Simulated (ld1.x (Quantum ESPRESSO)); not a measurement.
**nitrogen (N): variants of one ultrasoft potential**

Base potential:

| Quantity | Value |
| --- | --- |
| Element | nitrogen (N) |
| Generator | ld1.x (Quantum ESPRESSO) 7.5 |
| Type | ultrasoft |
| Functional | PBEsol |
| Relativity | scalar-relativistic |
| Frozen core | [He] |
| Valence charge | 5 |
| Reference configuration | 2s2 2p2 (charge +1) |
| Partial waves | 2s (bound): rcut 0.75, rcutus 0.90 bohr; 2s channel at 2.45 Ry: rcut 0.75, rcutus 0.90 bohr; 2p (bound): rcut 1.45, rcutus 1.55 bohr; 2p channel at 0.45 Ry: rcut 1.45, rcutus 1.55 bohr |
| Local potential | all-electron potential smoothed inside 1.00 bohr (lloc = -1) |
| Core correction | none |
| Augmentation charge | PSQ, radius 0.60 bohr |

Cutoffs, loose and tight: the cutoffs (Ry, on a coarse ladder) from which the occupation-weighted sum of valence levels, in a spherical-Bessel basis at the reference potential, stays within 10 and 1 mRy of its value at 400 Ry. They do not see the model core or the augmentation charge, which bear on the density cutoff. Test errors are all-electron minus pseudo excitation energies from the reference, over the configurations 2s2 2p3; 2s2 2p1; 2s2 2p0; 2s1 2p0; 2s2 2p3.3; 2s2 2p2.5; 2s0 2p5. A dash means not determined; rows that change the core or the reference have their own tests.

```tsv
change	outcome	cutoff, loose	cutoff, tight	bound ghosts	largest test error (meV)
base	generated	35 Ry	50 Ry	none	+435
core correction a·sin(br)/r model core inside 0.74 bohr	generated	35 Ry	50 Ry	none	+237
core correction a·sin(br)/r model core inside 0.84 bohr	generated	35 Ry	50 Ry	none	+340
core correction a·sin(br)/r model core inside 0.92 bohr	generated	35 Ry	50 Ry	none	+392
core correction a·sin(br)/r model core inside 1.04 bohr	generated	35 Ry	50 Ry	none	+419
```

Task: What comes out with this change to the base: core correction a·sin(br)/r model core inside 0.50 bohr?

Result: outcome: generated; cutoff, loose: 35 Ry; cutoff, tight: 50 Ry; bound ghosts: none; largest test error (meV): +85.

Task: What comes out with this change to the base: core correction a·sin(br)/r model core inside 0.60 bohr?

Result: outcome: generated; cutoff, loose: 35 Ry; cutoff, tight: 50 Ry; bound ghosts: none; largest test error (meV): +124.

Task: What comes out with this change to the base: core correction a·sin(br)/r model core inside 0.38 bohr?

Result: outcome: generated; cutoff, loose: 35 Ry; cutoff, tight: 50 Ry; bound ghosts: none; largest test error (meV): +59.
